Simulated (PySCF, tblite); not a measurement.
Compound: C6H17B2N.
Numbering: `[CH3:1][BH:2][C@@H:3]([CH2:4][CH2:5][CH3:6])[B:7]([CH3:8])[NH2:9]` (hydrogens: H10, H11, H12 on C1; H13 on B2; H14 on C3; H15, H16 on C4; H17, H18 on C5; H19, H20, H21 on C6; H22, H23, H24 on C8; H25, H26 on N9)

Jobs on this species (26 atoms, 70 electrons) with PySCF (density fitting) and tblite. Hardware of each: an Arm Neoverse V2 with one thread, shared host. Other jobs ran on the host; a repeat could differ by tens of per cent or more.

Question: Rank these jobs by wall time, shortest first.
A. GFN2-xTB; L-BFGS relaxation
B. PBE0/pcSseg-1; shieldings, charges and field gradients, density and orbital grids written; 238 basis functions
C. GFN2-xTB; Hessian by finite differences

Answer: C (1.1 s), A (2.3 s), B (64 s).

All jobs:

| level and settings | work | basis functions | SCF cycles | wall time |
| --- | --- | --- | --- | --- |
| GFN2-xTB | Hessian by finite differences | – | – | 1.1 s |
| GFN2-xTB | L-BFGS relaxation | – | – | 2.3 s |
| PBE0/pcSseg-1 | shieldings, charges and field gradients, density and orbital grids written | 238 | 12 | 64 s |

What do all jobs in the table cost together?

About 67 s; the longest takes about 95 % of that, and about 58 times as long as the shortest.
